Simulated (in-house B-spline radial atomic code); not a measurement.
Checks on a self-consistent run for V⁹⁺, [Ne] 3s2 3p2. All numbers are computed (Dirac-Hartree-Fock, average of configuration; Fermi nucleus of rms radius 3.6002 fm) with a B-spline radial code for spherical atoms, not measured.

```json
{"orbital": "1s1/2", "q": "2", "ε (Eh)": "-210.84418", "<1/r>": "22.8519", "<r²>": "0.00592285", "small-component weight": "0.0068089"}
{"orbital": "2s1/2", "q": "2", "ε (Eh)": "-31.76264", "<1/r>": "4.88008", "<r²>": "0.108703", "small-component weight": "0.0012354"}
{"orbital": "2p1/2", "q": "2", "ε (Eh)": "-27.85310", "<1/r>": "4.77785", "<r²>": "0.0891868", "small-component weight": "0.0011949"}
{"orbital": "2p3/2", "q": "4", "ε (Eh)": "-27.58367", "<1/r>": "4.71375", "<r²>": "0.0907915", "small-component weight": "0.0011822"}
{"orbital": "3s1/2", "q": "2", "ε (Eh)": "-9.36483", "<1/r>": "1.67302", "<r²>": "0.806504", "small-component weight": "0.00032095"}
{"orbital": "3p1/2", "q": "0.66667", "ε (Eh)": "-8.37777", "<1/r>": "1.60696", "<r²>": "0.831326", "small-component weight": "0.0003041"}
{"orbital": "3p3/2", "q": "1.3333", "ε (Eh)": "-8.33354", "<1/r>": "1.59459", "<r²>": "0.839961", "small-component weight": "0.00030212"}
```

Electron-electron repulsion V_ee = 231.7854 hartree.

**Question.** What total energy follows from the eigenvalues?

**Answer.** The eigenvalues count the repulsion twice, so E = Σqε - V_ee = -686.681 - 231.785 = -918.466 hartree; the run printed -918.466.

**Question.** Does the Dirac virial theorem hold?

**Answer.** For a point nucleus E = -2c²Σq·w, with w the small-component weight. Here Σq·w = 0.024455 and c = 137.0360, so the ratio E/(-2c²Σq·w) is 1.000005; the finite nucleus accounts for the departure from 1.

**Question.** What diamagnetic shielding (Lamb formula) and susceptibility (Langevin formula) do the radii give?

**Answer.** σ = (α²/3)Σq<1/r> = 90.4181/(3·137.036²) = 1605 ppm, and χ = -0.79199×10⁻⁶·Σq<r²> = -3.214×10⁻⁶ cm³/mol with Σq<r²> = 4.058 bohr². Both are non-relativistic formulas without the paramagnetism of open shells.
